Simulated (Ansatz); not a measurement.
`[SiH3][AsH2]`, charge 0, multiplicity 1.

Question: Give a relaxed structure at PBE0-D4/def2-TZVP (Ansatz). (Best estimate.)

Answer: Computed: 
Cartesian coordinates in Å:
```
Si 0.4774 0.7129 0.0772
As -1.3625 -0.7651 0.2310
H 0.8406 1.1475 1.4511
H 0.0540 1.9027 -0.7061
H 1.6687 0.1051 -0.5698
H -0.4789 -1.8986 0.7344
H -1.1993 -1.2044 -1.2179
```
Point group Cs.
